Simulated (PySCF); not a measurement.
Compound: C₆H₇O (doublet state).
Geometry (GFN2-xTB, Å), atoms numbered from 1 in this order:
```xyz
14
C6H7O angstrom
C      1.559   -1.096    0.016
C      1.236    0.278    0.146
O      2.048    1.114    0.551
C     -0.134    0.676   -0.316
C     -0.273    1.786   -1.048
C     -1.269   -0.156    0.052
C     -1.259   -1.053    1.033
H      0.902   -1.785   -0.482
H      2.533   -1.436    0.323
H      0.581    2.396   -1.290
H     -1.233    2.115   -1.412
H     -2.178    0.024   -0.508
H     -0.383   -1.222    1.641
H     -2.129   -1.640    1.272
```

The hyperfine couplings belong to this conformer and change with its torsions.

The species is `[CH2]C(=O)C(=C)C=C` [radical].

The calculation used UKS B3LYP, pcH-1 on C H O, non-relativistic, mean-field spin-orbit, GIAO in PySCF 2.14.0. One conformer (not necessarily the lowest) at the GFN2-xTB geometry, without solvent, vibrations or thermal averaging. The geometry wasn't refined by DFT: couplings that depend on bond lengths, twists or pyramidal angles can differ widely from those at the functional's own minimum. The frame is twisted about the C2–C4 bond at this geometry (dihedral O3–C2–C4–C5 = 41°); couplings at other torsion angles weren't computed. Stability of the SCF solution: not tested.

Task: Give the isotropic g value and a_iso(13C) at C1.

Result: g_iso = 2.00508 and a = +68.54 MHz, or +2.442 mT (Mulliken spin population +0.86). 13C makes up about 1.07 % of the natural element, so this concerns labelled samples or satellites.

Task: For one electron spin and this one nucleus (I = 1/2, g_N = 1.4048), compare first-order, second-order and exact resonance fields at 9.431 GHz.

Result: B0 = hν/(g μB) = 336.059 mT and a/B0 = 0.0073. B(1) = B0 − a·mI, B(2) = B(1) − a²[I(I+1) − mI²]/(2B0); the exact values solve the Breit–Rabi equation, nuclear Zeeman term included.

```json
{"mI": "−1/2", "first order (mT)": "337.280", "second order (mT)": "337.276", "exact (mT)": "337.276", "exact − first order": "-0.004"}
{"mI": "+1/2", "first order (mT)": "334.838", "second order (mT)": "334.833", "exact (mT)": "334.833", "exact − first order": "-0.004"}
```

Task: Someone takes the midpoint and the distance of the outer exact lines at face value. What g and a result?

Result: Their midpoint, 336.054 mT, gives an apparent g of 2.00510 (true 2.00508), and their distance over 2I an apparent |a| of 2.442 mT (true 2.442).

Other couplings of abundant isotopes, left aside here: 1 × 1H 52 MHz, 1 × 1H 51 MHz, 1 × 1H 7 MHz, 1 × 1H 4 MHz, 1 × 1H 3 MHz, 1 × 1H 2 MHz.

H8 and H9 aren't averaged: C1 is flat or nearly so (angle sum 360°), and its turn about the short C1–C2 bond (1.42 Å) is taken as slow.

Hardware: one thread, Arm Neoverse V1 (aarch64), shared host. Cost: 59 s wall (with the writing of density and orbital grids), 0.98 GiB resident at most.
